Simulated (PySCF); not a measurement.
trans-(1S,2S)-1,2-dimethylcyclopropane (C5H10), SMILES C[C@H]1C[C@@H]1C. Geometry optimised at PBE-D3(BJ)/def2-SVP.

Computed equilibrium geometry at PBE-D3(BJ)/def2-SVP (PySCF confirms it by a frequency run) as a Z-matrix, and its point group:
point group C2.
```
C
H 1 1.1051
C 1 1.5124 2 114.47
H 3 1.1098 1 111.03 2 179.62
H 3 1.1103 4 107.47 1 122.28
H 3 1.1103 4 107.35 5 115.52
C 1 1.5135 2 114.75 3 146.59
H 7 1.1051 1 114.75 2 -148.27
C 7 1.5124 8 114.47 1 -146.59
H 9 1.1098 7 111.03 8 179.62
H 9 1.1103 10 107.47 7 122.28
H 9 1.1103 10 107.35 11 115.52
C 1 1.5146 2 115.10 3 -146.47
H 13 1.1021 1 118.38 2 2.21
H 13 1.1021 14 114.11 7 145.60
```
Charge 0, spin multiplicity 1.
